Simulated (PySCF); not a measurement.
C3H9OSi, doublet, at a GFN2-xTB geometry of the parent state (the spin is typed, not shown lowest); MP2/3-21G (PySCF).

Here is a job for PySCF.
```python
from pyscf import gto, scf, mp

mol = gto.Mole()
mol.atom = '''
    C     2.19090176   -0.87142099    0.22398018
    O     1.08955479    0.01458566    0.21356373
    Si   -0.45273702    0.16136378   -0.04972448
    C    -0.92834794    1.93863892    0.29234479
    C    -1.51413006   -1.28016632   -0.61479733
    H     2.20341066   -1.48596167   -0.67462738
    H     2.13813902   -1.50946644    1.10565763
    H     3.09467653   -0.26486022    0.26786336
    H    -1.37996895    2.40672912   -0.58092587
    H    -1.65873895    2.00819984    1.09705599
    H    -0.05426394    2.52734936    0.57817808
    H    -1.41579209   -2.13699941    0.05622657
    H    -1.22447893   -1.62162649   -1.61135523
    H    -2.57164617   -1.02145209   -0.65960617
'''
mol.basis = '3-21g'
mol.spin = 1
mol.verbose = 4
mol.build()

mf = scf.UHF(mol)
mf.kernel()

pt = mp.MP2(mf)
pt.kernel()
print('E(MP2) = %.10f' % pt.e_tot)
mf.analyze()
```

Output, abridged:

```
PySCF version 2.14.0

[INPUT] verbose = 4
[INPUT] num. atoms = 14
[INPUT] num. electrons = 49
[INPUT] charge = 0
[INPUT] spin (= nelec alpha-beta = 2S) = 1
[INPUT] symmetry False subgroup None
[INPUT] Mole.unit = angstrom
[INPUT] Symbol           X                Y                Z      unit          X                Y                Z       unit  Magmom
[...]
nuclear repulsion = 235.242773248216
number of shells = 45
number of NR pGTOs = 114
number of NR cGTOs = 67
basis = 3-21g
ecp = {}

******** <class 'pyscf.scf.uhf.UHF'> ********
method = UHF
initial guess = minao
damping factor = 0
level_shift factor = 0
DIIS = <class 'pyscf.scf.diis.CDIIS'>
diis_start_cycle = 1
diis_space = 8
diis_damp = 0
SCF conv_tol = 1e-09
SCF conv_tol_grad = None
SCF max_cycles = 50
direct_scf = True
direct_scf_tol = 1e-13
number electrons alpha = 25  beta = 24
Set gradient conv threshold to 3.16228e-05
init E= -480.388208390558

cycle= 1 E= -479.940470783082  delta_E= 0.448  |g|= 0.368  |ddm|= 2.34
cycle= 2 E= -479.997841159744  delta_E= -0.0574  |g|= 0.197  |ddm|= 0.471
cycle= 3 E= -480.012259666946  delta_E= -0.0144  |g|= 0.0395  |ddm|= 0.174
cycle= 4 E= -480.013536195412  delta_E= -0.00128  |g|= 0.0104  |ddm|= 0.0711
cycle= 5 E= -480.013686855694  delta_E= -0.000151  |g|= 0.00585  |ddm|= 0.0207
cycle= 6 E= -480.013764721306  delta_E= -7.79e-05  |g|= 0.0021  |ddm|= 0.0213
cycle= 7 E= -480.013775159497  delta_E= -1.04e-05  |g|= 0.000625  |ddm|= 0.00837
cycle= 8 E= -480.013775964464  delta_E= -8.05e-07  |g|= 0.000272  |ddm|= 0.00216
cycle= 9 E= -480.01377613835  delta_E= -1.74e-07  |g|= 9.14e-05  |ddm|= 0.00107
cycle= 10 E= -480.013776153785  delta_E= -1.54e-08  |g|= 3.57e-05  |ddm|= 0.000273
cycle= 11 E= -480.013776155944  delta_E= -2.16e-09  |g|= 1.11e-05  |ddm|= 0.000112
cycle= 12 E= -480.013776156115  delta_E= -1.71e-10  |g|= 2.53e-06  |ddm|= 3.41e-05
Extra cycle  E= -480.013776156123  delta_E= -8.19e-12  |g|= 1.41e-06  |ddm|= 6.3e-06
converged SCF energy = -480.013776156123  <S^2> = 0.76577074  2S+1 = 2.0157091

******** <class 'pyscf.mp.ump2.UMP2'> ********
nocc = (np.int64(25), np.int64(24)), nmo = (67, 67)
E(UMP2) = -480.455656063967  E_corr = -0.441879907844031
E(SCS-UMP2) = -480.46064014062  E_corr = -0.44686398449708
E_corr(same-spin) = -0.0962214287489511
E_corr(oppo-spin) = -0.34565847909508
E(MP2) = -480.4556560640
**** SCF Summaries ****
Total Energy =                        -480.013776156123299
Nuclear Repulsion Energy =             235.242773248215912
One-electron Energy =                -1128.206591357775096
Two-electron Energy =                  412.950041953435800
Two-electron Coulomb Energy =          460.287573799658219
DFT Exchange-Correlation Energy =      -47.337531846222419
**** MO energy ****
                             alpha | beta                alpha | beta
[...]
To work with the spin densities directly, `use mulliken_meta_spin()` only printing them here.

 ** Mulliken spin pop alpha/beta on meta-lowdin orthogonal AOs **
 ** Mulliken Spin Density (per AO)  **
spin_pop of  0 C 1s        0.00000
spin_pop of  0 C 2s       -0.00151
spin_pop of  0 C 3s        0.00000
spin_pop of  0 C 2px      -0.00424
spin_pop of  0 C 2py      -0.00319
spin_pop of  0 C 2pz      -0.00210
spin_pop of  0 C 3px      -0.00000
spin_pop of  0 C 3py      -0.00001
spin_pop of  0 C 3pz       0.00051
spin_pop of  1 O 1s       -0.00000
spin_pop of  1 O 2s        0.00677
spin_pop of  1 O 3s        0.00003
spin_pop of  1 O 2px      -0.00104
spin_pop of  1 O 2py       0.00649
spin_pop of  1 O 2pz       0.07436
spin_pop of  1 O 3px       0.00007
spin_pop of  1 O 3py       0.00005
spin_pop of  1 O 3pz       0.00070
spin_pop of  2 Si 1s       -0.00000
spin_pop of  2 Si 2s       -0.00000
spin_pop of  2 Si 3s        0.09344
spin_pop of  2 Si 4s       -0.00138
spin_pop of  2 Si 2px      -0.00001
spin_pop of  2 Si 2py      -0.00001
spin_pop of  2 Si 2pz       0.00002
spin_pop of  2 Si 3px       0.04010
spin_pop of  2 Si 3py       0.07874
spin_pop of  2 Si 3pz       0.77948
spin_pop of  2 Si 4px      -0.00006
spin_pop of  2 Si 4py      -0.00017
spin_pop of  2 Si 4pz       0.00309
spin_pop of  3 C 1s        0.00000
spin_pop of  3 C 2s       -0.01574
spin_pop of  3 C 3s       -0.00022
spin_pop of  3 C 2px      -0.01148
spin_pop of  3 C 2py      -0.05259
spin_pop of  3 C 2pz      -0.01599
spin_pop of  3 C 3px       0.00004
spin_pop of  3 C 3py      -0.00010
spin_pop of  3 C 3pz       0.00014
spin_pop of  4 C 1s        0.00000
spin_pop of  4 C 2s       -0.01574
spin_pop of  4 C 3s       -0.00014
spin_pop of  4 C 2px      -0.02218
spin_pop of  4 C 2py      -0.03797
spin_pop of  4 C 2pz      -0.02184
spin_pop of  4 C 3px      -0.00005
spin_pop of  4 C 3py       0.00015
spin_pop of  4 C 3pz       0.00040
spin_pop of  5 H 1s        0.00363
spin_pop of  5 H 2s       -0.00001
spin_pop of  6 H 1s        0.00583
spin_pop of  6 H 2s       -0.00003
spin_pop of  7 H 1s       -0.00001
spin_pop of  7 H 2s        0.00000
spin_pop of  8 H 1s        0.02319
spin_pop of  8 H 2s        0.00025
spin_pop of  9 H 1s        0.02416
spin_pop of  9 H 2s        0.00027
spin_pop of  10 H 1s        0.00466
spin_pop of  10 H 2s        0.00001
spin_pop of  11 H 1s        0.02547
spin_pop of  11 H 2s        0.00033
spin_pop of  12 H 1s        0.03080
spin_pop of  12 H 2s        0.00040
spin_pop of  13 H 1s        0.00422
spin_pop of  13 H 2s       -0.00001
 ** Mulliken Spin Density (per atom)  **
spin density of  0 C =     -0.01054
spin density of  1 O =      0.08744
spin density of  2 Si =      0.99325
spin density of  3 C =     -0.09594
spin density of  4 C =     -0.09737
spin density of  5 H =      0.00362
spin density of  6 H =      0.00580
spin density of  7 H =     -0.00000
spin density of  8 H =      0.02344
spin density of  9 H =      0.02443
spin density of  10 H =      0.00467
spin density of  11 H =      0.02580
spin density of  12 H =      0.03120
spin density of  13 H =      0.00420
 ** Mulliken pop alpha/beta on meta-lowdin orthogonal AOs **
 ** Mulliken pop       alpha | beta **
In total            25.00000 | 24.00000
 ** Mulliken atomic charges   ( Nelec_alpha | Nelec_beta ) **
charge of  0C =      0.00238  (     2.99354      3.00408 )
charge of  1O =     -0.64087  (     4.36416      4.27672 )
charge of  2Si =      0.74190  (     7.12567      6.13242 )
charge of  3C =     -0.50260  (     3.20333      3.29927 )
charge of  4C =     -0.51185  (     3.20724      3.30461 )
charge of  5H =      0.07892  (     0.46235      0.45873 )
charge of  6H =      0.08257  (     0.46161      0.45581 )
charge of  7H =      0.09852  (     0.45074      0.45074 )
charge of  8H =      0.10021  (     0.46162      0.43818 )
charge of  9H =      0.10069  (     0.46187      0.43744 )
charge of  10H =      0.12349  (     0.44059      0.43592 )
charge of  11H =      0.10625  (     0.45977      0.43397 )
charge of  12H =      0.10394  (     0.46363      0.43243 )
charge of  13H =      0.11643  (     0.44389      0.43968 )
Dipole moment(X, Y, Z, Debye): -0.07273, -1.33256, -0.37334
```
